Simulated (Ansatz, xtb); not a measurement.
## Two isomers of NSiTe−

Structure a is `N#[Si][Te-]`, a singlet and structure b is `N1=[Si-][Te]1`, a singlet. Both are isolated ions in the gas phase, relaxed with PBE0-D3(BJ)/def2-SVPD.

a (Å):

```tsv
atom	x (Å)	y (Å)	z (Å)
N	0.0000	0.0000	-1.8437
Si	0.0000	0.0000	-0.2632
Te	0.0000	0.0000	2.1069
```

b (Å):

```xyz
3

N    -0.2260   -0.8416    0.1639
Si    1.3951   -0.6736   -0.0964
Te   -0.2670    1.2676   -0.5810
```

Quicker runs give these differences E(b) − E(a): GFN2-xTB +144.6 kJ/mol; HF/STO-3G −79.7 kJ/mol (at GFN2-xTB geometries); r2SCAN-D4/def2-SVPD +41.1 kJ/mol (at GFN2-xTB geometries).

**Question.** Estimate which is lower in electronic energy at CCSD(T)/def2-TZVPPD, and by roughly how much.

**Answer.** The CCSD(T)/def2-TZVPPD calculation puts structure a lower, by 30.1 kJ/mol.

The same difference at several levels:

```csv
level,geometry,E(b) − E(a) (kJ/mol),departure from the last row (kJ/mol),"job, with rough time for the two"
GFN2-xTB,GFN2-xTB,+144.6,+114.4,"optimisation, 0.15 s"
HF/STO-3G,GFN2-xTB,−79.7,−109.8,"single point, 1.1 s"
r2SCAN-D4/def2-SVPD,GFN2-xTB,+41.1,+11.0,"single point, 3.8 s"
PBE0-D3(BJ)/def2-SVPD,PBE0-D3(BJ)/def2-SVPD,+24.3,−5.8,"optimisation, 28 s"
HF/def2-TZVPPD,PBE0-D3(BJ)/def2-SVPD,+8.4,−21.8,part of the CCSD(T) run
MP2/def2-TZVPPD,PBE0-D3(BJ)/def2-SVPD,+50.6,+20.5,part of the CCSD(T) run
CCSD(T)/def2-TZVPPD,PBE0-D3(BJ)/def2-SVPD,+30.1,,"single point, 55 s"
```

As drawn, b has 1 N=Si, 1 N–Te in place of 1 N≡Si. Structure a has no ring, b a 3-membered ring.

HF/STO-3G puts the two in the other order. The largest departure from CCSD(T)/def2-TZVPPD is that of GFN2-xTB, 114.4 kJ/mol.

With harmonic frequencies from PBE0-D3(BJ)/def2-SVPD (ideal gas, rigid rotor, one conformer each, 298.15 K, 1 atm): on the last row, ΔE + ΔZPE = +28.7, ΔH = +27.9, ΔG = +23.4 kJ/mol.

The T1 diagnostic of structures a and b is large, so the coupled-cluster value is less sure. The correlated steps freeze 10 core orbitals; the filled d shell of Te is correlated, in a basis made for valence electrons. Atoms past krypton carry core potentials in the def2 sets, other sets are all-electron and non-relativistic, and no spin–orbit term is included. Codes used: Ansatz 0.2.0, xtb 6.7.1; the last row on 1 thread of Intel(R) Xeon(R) Platinum 8259CL CPU @ 2.50GHz (Skylake/Cascade Lake) on a shared host.
